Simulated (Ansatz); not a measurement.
`O[Si](F)(F)[SiH3]` + `C=O` → `O=C[Si](F)(F)[SiH3]` + H₂O  (formal exchange of groups at the Si–O bond)

Gas-phase electronic energies from Ansatz, PBE0-D4/def2-TZVP geometries. CCSD(T)/CBS adds triple-zeta CCSD(T) − MP2 to the extrapolated MP2 energy (def2 sets, frozen cores). This one scheme is used for every species. DFT in def2-TZVPP. One conformer a species, not always the lowest.

| species | PBE energy (Eh) |
| --- | --- |
| `O[Si](F)(F)[SiH3]` | -856.05927 |
| `C=O` | -114.41974 |
| `O=C[Si](F)(F)[SiH3]` | -894.04956 |
| H₂O | -76.38007 |

Q: Work out ΔE.

A: ΔE = (-894.04956) + (-76.38007) − (-856.05927) − (-114.41974) = 0.04938 Eh = +129.6 kJ/mol. CCSD(T)/CBS gives +139.2 kJ/mol.

Largest T1 diagnostic among the species: 0.015.

The D4 term adds −4.2 kJ/mol with B3LYP and −2.5 kJ/mol with PBE0; it sums over pairs of atoms, weighted by their polarisabilities, and B3LYP, whose exchange is more repulsive, gets the larger term. In def2-TZVPP, CCSD(T) changes the Hartree–Fock value by −19.6 kJ/mol (the triples alone add −3.1 kJ/mol) and MP2 by −16.4 kJ/mol. From PBE to PBE0 (25 % exact exchange), in def2-TZVPP and without D4, ΔE moves by +7.6 kJ/mol.

B3LYP here is the variant with VWN-RPA as its local correlation; programs differ in this.
